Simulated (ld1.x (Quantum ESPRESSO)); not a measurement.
Sc: excitation energies, all-electron against TM

ld1.x (Quantum ESPRESSO) 7.5 input, shortened:

```
&input
   title='Sc', zed=21., rel=2, dft='PBE', iswitch=3,
   config='[Ar] 3d1 4s0 4p0', rel_dist='average'
 /
 &inputp
   pseudotype=2, tm=.true., lloc=-1, rcloc=1.35,
   nlcc=.true., rcore=1.20
 /
3
4S  1  0   0.00   0.00  2.70  2.70  0.0
4P  2  1   0.00   0.00  2.35  2.35  0.0
3D  3  2   1.00   0.00  1.40  1.40  0.0
 &test
   configts(1)='3d1 4s0 4p0'
 /
```

Open shells are filled in proportion to 2j + 1 (rel_dist='average').

Energies are relative to the spin-unpolarised reference configuration 3d1 4s0 4p0; without spin polarisation the order of configurations can differ from experiment. Not all tests gave a result: 1 of 7 tests not solved or not reliable. Left out of the table: 3d1 4s0 4p1 (pseudo-atom not self-consistent, printed error +447 meV). The frozen-core shift is the all-electron ΔE with the core orbitals held at their reference shape minus the fully relaxed ΔE.

| valence configuration | charge | ΔE all-electron (eV) | error AE − PS (meV) | frozen-core shift (meV) |
| --- | --- | --- | --- | --- |
| 3d1 4s2 4p0 | 0 | -19.665 | -9.0 | +21 |
| 3d1 4s1 4p0 | +1 | -12.768 | -5.8 | +12 |
| 3d1.5 4s1.5 4p0 | 0 | -18.985 | -32 | +89 |
| 3d1 4s0 4p2 | 0 | -13.991 | -6549 | n/a |
| 3d2 4s0 4p0 | +1 | -12.087 | -233 | +236 |

Q: What are ΔE and the potential's error for 3d1 4s1.5 4p0?

A: ΔE = -16.911 eV all-electron; the error (AE − PS) is -8.0 meV.

Levels in the configuration 3d1 4s1 4p0:

```csv
level,all-electron (eV),pseudo (eV)
3d j=3/2,-9.988,-10.009
3d j=5/2,-9.955,-9.976
4s j=1/2,-9.727,-9.721
```

These tests converged, but a pseudo level misses the all-electron one widely, so the file describes the atom poorly there or has found another state: 3d1 4s0 4p2: 3d by 5.6 eV.

Note: ghost states, extra bound levels that the all-electron valence spectrum of the same l lacks: s at -92.5 eV, p3/2 at -17.5 eV, p1/2 at -17.3 eV. A true bound ghost makes a file unfit for plane-wave use.
